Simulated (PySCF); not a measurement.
Sm⁺: excitation energy

Sm⁺ [Xe] 4f6 6s1 (8F) → Sm⁺ [Xe] 4f5 5d1 6s1 (high-spin determinant), as a difference of total energies. All numbers are calculated (PySCF 2.14, scalar relativity by spin-free X2C-1e, in x2c-TZVPPall with one added diffuse shell each of s, p, d, f type (12s8p8d5f2g, 129 functions)). Correlated levels: valence: [Kr] 4d10 frozen; valence and next inner shell: [Ar] 3d10 frozen. The calculations carry no spin-orbit coupling.

```tsv
method	excitation energy (cm⁻¹)
UHF	10434
MP2 (valence)	22943
SCS-MP2 (valence)	17029
MP2 (valence and next inner shell)	25602
SCS-MP2 (valence and next inner shell)	19684
```

A first-order spin-orbit estimate (lowest level to lowest level, LS coupling) adds -0.313 eV.

The determinant of the upper state mixes LS terms, which raises its energy above the lowest term, most at the Hartree-Fock and MP2 levels.
